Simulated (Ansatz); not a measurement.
Consider the redistribution: `NC[SiH2]Cl` + `C#[C][Ga]([F])[Cl]` → `C#C[SiH2]CN` + `[F][Ga]([Cl])[Cl]`.

Isolated molecules relaxed with PBE0-D4/def2-TZVP in Ansatz; ΔE leaves out vibrations. CCSD(T)/CBS is the MP2 limit (def2-TZVPP, def2-QZVPP) plus CCSD(T) − MP2 in def2-TZVPP, frozen cores. DFT in def2-TZVPP. For Ga outer-core shells are correlated without core-valence functions, which leaves a few kJ/mol of doubt a bond. Scalar relativity is left out up to krypton. Each species was taken in one conformer, which may not be the lowest.

`NC[SiH2]Cl`:

Cartesian coordinates in Å:
```
N 0.423 1.445 0.130
C 0.293 0.225 -0.652
Si -0.758 -1.026 0.258
Cl 0.122 -1.398 2.090
H 0.990 2.131 -0.351
H 0.868 1.255 1.019
H 1.242 -0.250 -0.948
H -0.245 0.448 -1.583
H -0.810 -2.310 -0.484
H -2.124 -0.519 0.520
```

`C#[C][Ga]([F])[Cl]`:

Cartesian coordinates in Å:
```
C 0.555 0.496 -1.764
C 0.236 0.165 -0.649
Ga -0.285 -0.337 1.087
F 0.746 -1.344 2.058
Cl -2.093 0.233 2.018
H 0.841 0.787 -2.750
```

`C#C[SiH2]CN`:

Cartesian coordinates in Å:
```
C 2.610 0.125 0.816
C 1.435 -0.122 0.935
Si -0.359 -0.470 1.054
C -1.207 0.324 -0.423
N -0.600 -0.150 -1.658
H 3.650 0.337 0.721
H -0.551 -1.941 1.066
H -0.870 0.113 2.322
H -2.256 0.009 -0.393
H -1.206 1.418 -0.289
H 0.386 0.080 -1.684
H -1.031 0.277 -2.468
```

`[F][Ga]([Cl])[Cl]`:

Z-matrix (Å, degrees):
```
Ga
F 1 1.733
Cl 1 2.104 2 118.3
Cl 1 2.104 2 118.3 3 180.0
```

```json
{"species": "`NC[SiH2]Cl`", "r2SCAN-D4 energy (Eh)": "-846.15489"}
{"species": "`C#[C][Ga]([F])[Cl]`", "r2SCAN-D4 energy (Eh)": "-2561.71094"}
{"species": "`C#C[SiH2]CN`", "r2SCAN-D4 energy (Eh)": "-462.65333"}
{"species": "`[F][Ga]([Cl])[Cl]`", "r2SCAN-D4 energy (Eh)": "-2945.21745"}
```

Question: Work out ΔE.

Answer: ΔE = (-462.65333) + (-2945.21745) − (-846.15489) − (-2561.71094) = -0.00495 Eh = -13.0 kJ/mol. CCSD(T)/CBS gives -6.5 kJ/mol.

Largest T1 diagnostic among the species: 0.014.

In def2-TZVPP, CCSD(T) changes the Hartree–Fock value by +5.5 kJ/mol (the triples alone add −0.1 kJ/mol) and MP2 by +7.0 kJ/mol.
